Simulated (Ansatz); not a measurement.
Relaxation of BH3OSSi (7 atoms, charge 0, multiplicity 1), to a largest force component of 0.02 eV/Å in at most 50 steps.

Level of theory: RKS PBE-D4/def2-SVP (Ansatz).

```xyz
7
Properties=species:S:1:pos:R:3:forces:R:3
B -1.170 -0.038 -0.829 -0.95 -0.59 1.28
O 0.256 0.133 -1.084 0.59 0.78 -4.07
Si 0.849 -0.103 0.458 6.04 2.00 4.62
S -0.873 -0.948 0.821 -5.16 -1.31 -0.20
H -2.070 0.786 -1.079 0.65 -0.68 -0.14
H 0.987 0.593 -1.567 -1.17 0.50 -0.92
H 2.006 -1.081 0.483 -0.01 -0.70 -0.57
```

Q: Where does it end, and by what steps?

A: The forces met the threshold. After 9 steps the energy has fallen by 2.671 eV; H5 moved furthest, 0.60 Å.

```tsv
step	energy less start (eV)	largest force component (eV/Å)	accepted
0	0.0000	6.045	yes
1	-1.4318	3.414	yes
2	-1.9633	1.713	yes
3	-2.4905	0.862	yes
4	-2.6156	0.743	yes
5	-2.6480	0.437	yes
6	-2.6683	0.176	yes
7	-2.6703	0.142	yes
8	-2.6710	0.053	yes
9	-2.6712	0.006	yes
```

```xyz
7
Properties=species:S:1:pos:R:3
B -0.980 0.015 -0.663
O 0.368 0.308 -1.029
Si 1.216 -0.071 0.811
S -1.008 -0.729 0.942
H -1.890 0.315 -1.405
H 0.564 0.942 -1.745
H 1.716 -1.439 0.292
```

Whether the end is a true minimum wasn't checked by a vibrational analysis.

The run took 21 s on 1 thread of Intel(R) Xeon(R) Processor @ 2.70GHz, with other jobs on the host, peak memory 0.15 GiB.
